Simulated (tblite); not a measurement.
C4H5F3O2 (charge +1 and doublet state).
SMILES with atom numbers: `[CH3:1][C:2](=[O+:3])[CH2:4][O:5][C:6]([F:7])([F:8])[F:9]` (hydrogens: H10, H11, H12 on C1; H13, H14 on C4)

Computed geometry: GFN2-xTB, gas phase. This method treats the open shell by occupation alone, without spin polarisation.

Some entries are withheld. Bonds in one row agree within 0.01 Å.

```
    coordinate    value
         C1–C2  1.471 Å
         C2=O3  1.168 Å
         C2–C4  1.656 Å
         C4–O5        ?
         O5–C6        ?
         C6–F7        ?
         C6–F8        ?
         C6–F9        ?
C1–H10, C1–H11  1.092 Å
        C1–H12  1.098 Å
C4–H13, C4–H14  1.099 Å
      C1–C2–O3        ?
      C1–C2–C4        ?
      O3–C2–C4   116.4°
      C2–C4–O5        ?
      C4–O5–C6   118.4°
      O5–C6–F7   111.4°
      O5–C6–F8   108.5°
      F7–C6–F8   110.9°
      F7–C6–F9   107.5°
      F8–C6–F9   109.5°
```

Q: Estimate the withheld lengths and angles.

A: 
- C4–O5 = 1.358 Å, drawn single (ends: carbon bonded to C, O and 2 H; oxygen bonded to 2 C); 0.06 Å below the sum of covalent radii, 1.42 Å.
- O5–C6 = 1.382 Å, drawn single (ends: oxygen bonded to 2 C; carbon bonded to 3 F and O); 0.04 Å below the sum of covalent radii, 1.42 Å.
- C6–F7 = 1.317 Å, drawn single (ends: carbon bonded to 3 F and O; fluorine bonded to C); 0.01 Å below the sum of covalent radii, 1.33 Å.
- C6–F8 = 1.300 Å, drawn single (ends: carbon bonded to 3 F and O; fluorine bonded to C); 0.03 Å below the sum of covalent radii, 1.33 Å.
- C6–F9 = 1.338 Å, drawn single (ends: carbon bonded to 3 F and O; fluorine bonded to C); 0.01 Å above the sum of covalent radii, 1.33 Å.
- C1–C2–O3 = 132.7°, at the carbon bonded to 2 C and O; the outer atoms are 2.420 Å apart.
- C1–C2–C4 = 110.8°, at the carbon bonded to 2 C and O; the outer atoms are 2.577 Å apart.
- C2–C4–O5 = 114.4°, at the carbon bonded to C, O and 2 H; the outer atoms are 2.539 Å apart.

Radii are Cordero's, carbon taken as 0.76, 0.73 or 0.69 Å for four, three, and two or fewer neighbours.

Its GFN2-xTB frequencies are all real (lowest 36 cm⁻¹). Torsions: C1–C2–C4–O5 -25°, C2–C4–O5–C6 -90°. 3 starts were optimised and ended at 0.00, 0.02 and 1.00 kcal/mol (GFN2-xTB); the lowest of these is shown.

One conformer stands for the species.
